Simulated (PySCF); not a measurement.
Stretching ZnCl

Set-up: PySCF, no relativity, basis sets Zn def2-TZVPP, Cl def2-TZVPP. Energies in eV from Zn + Cl in their ground configurations at the same level. State: ²Σ⁺ (doublet), unpaired electrons σ ↑.

```tsv
R (Å)	ωB97M-V	M06	UHF-MP2
1.863	-1.449	-1.041	-1.647
1.949	-1.920	-1.516	-2.088
2.036	-2.172	-1.772	-2.314
2.101	-2.257	-1.862	-2.382
2.166	-2.276	-1.888	-2.387
2.231	-2.247	-1.866	-2.343
2.318	-2.152	-1.787	-2.230
2.426	-1.977	-1.637	-2.030
2.556	-1.722	-1.427	-1.745
2.729	-1.364	-1.154	-1.339
```

**Question.** Put a parabola through the three lowest points of the ωB97M-V curve and estimate Re, k and ωe (reduced mass 22.6 u; 1 eV/Å² = 0.16022 mdyn/Å; ωe = 1302.8·√(k/μ) cm⁻¹).

**Answer.** Through R = 2.101, 2.166, 2.231 Å the second-order coefficient is 5.68 eV/Å², so Re ≈ 2.159 Å, k ≈ 1.82 mdyn/Å and ωe ≈ 370 cm⁻¹. A polynomial fit of higher order to the unrounded ωB97M-V energies gives Re = 2.156 Å, k = 1.94 mdyn/Å, ωe = 381 cm⁻¹; anharmonicity and rounding make the difference.

The higher-order fit for each curve: ωB97M-V: Re = 2.156 Å, ωe = 381 cm⁻¹, De = 2.28 eV; M06: Re = 2.166 Å, ωe = 366 cm⁻¹, De = 1.89 eV; UHF-MP2: Re = 2.138 Å, ωe = 393 cm⁻¹, De = 2.39 eV.

Correlated steps freeze 10 core orbitals. The state is the lowest determinant that a PBE0 search found; another state may lie lower at other levels.
